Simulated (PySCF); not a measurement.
Mayer bond orders and bond lengths

Species: para-cyanophenol, C7H5NO.
Atom-mapped SMILES: `[N:1]#[C:2][c:3]1[cH:4][cH:5][c:6]([OH:7])[cH:8][cH:9]1` (hydrogens: H10 on C4; H11 on C5; H12 on O7; H13 on C8; H14 on C9)

Cartesian coordinates in Å at the PBE0-D3(BJ)/def2-TZVP level; atoms count from 1:
```
atom  x, y, z in Å
N1     3.8665   -0.5037   -0.1451
C2     2.7269   -0.3388   -0.0999
C3     1.3187   -0.1360   -0.0437
C4     0.7974    1.1408    0.1800
C5    -0.5652    1.3394    0.2347
C6    -1.4297    0.2609    0.0658
O7    -2.7532    0.5109    0.1284
C8    -0.9182   -1.0144   -0.1574
C9     0.4474   -1.2112   -0.2118
H10    1.4738    1.9762    0.3108
H11   -0.9817    2.3237    0.4074
H12   -3.2453   -0.3050   -0.0018
H13   -1.5923   -1.8549   -0.2891
H14    0.8478   -2.2021   -0.3855
```

Bond orders from the PBE0/pcSseg-2 density (PySCF). Isolated species at its PBE0-D3(BJ)/def2-TZVP geometry (one conformer only).

(1) How far do the computed orders between heavy atoms stray from the drawn ones?

(2) Set the Mayer orders of the bonds between heavy atoms beside their lengths.

Results:

(1) The largest departure is 0.136, at C3–C4 (drawn aromatic, 1.364) and C5–C6 (drawn aromatic, 1.364), counting aromatic bonds as 1.5. The bonds drawn aromatic range from 1.36 to 1.44.

(2) 
```
 bond  drawn as  length (Å)  Mayer order
N1–C2    triple       1.152        2.942
C2–C3    single       1.424        0.939
C3–C4  aromatic       1.397        1.364
C4–C5  aromatic       1.378        1.443
C5–C6  aromatic       1.392        1.364
C6–O7    single       1.348        1.057
C6–C8  aromatic       1.392        1.382
C8–C9  aromatic       1.381        1.442
C9–C3  aromatic       1.394        1.383
```

By pair of heavy elements: C–C: lowest C2–C3 (0.939, 1.424 Å), highest C4–C5 and C8–C9 (1.443, 1.378 Å). Bonds named together lie within 0.004.

Problem. And the bonds to hydrogen?

Solution. C–H: 1.01 to 1.04 (4 bonds); H–O: 0.99 (1 bond).

Problem. Sum the orders of all bonds at each heavy atom with more than one neighbour and set the sums beside the valence in the SMILES.

Solution. C2 3.881 (drawn 4), C3 3.686 (drawn 4), C4 3.845 (drawn 4), C5 3.841 (drawn 4), C6 3.803 (drawn 4), O7 2.052 (drawn 2), C8 3.837 (drawn 4), C9 3.851 (drawn 4). Orders between atoms that aren't bonded are not in these sums.

For a closed shell the Mayer order of atoms A and B is Σ (PS)μν (PS)νμ over the basis functions μ on A and ν on B, with P the density and S the overlap matrix.

The run behind these numbers computed NMR shieldings as well. Hardware: an Intel Xeon at 2.50 GHz with 2 threads, no GPU, shared host. Cost: 2.4 min wall, 4.8 min CPU, 2.6 GiB resident at most.
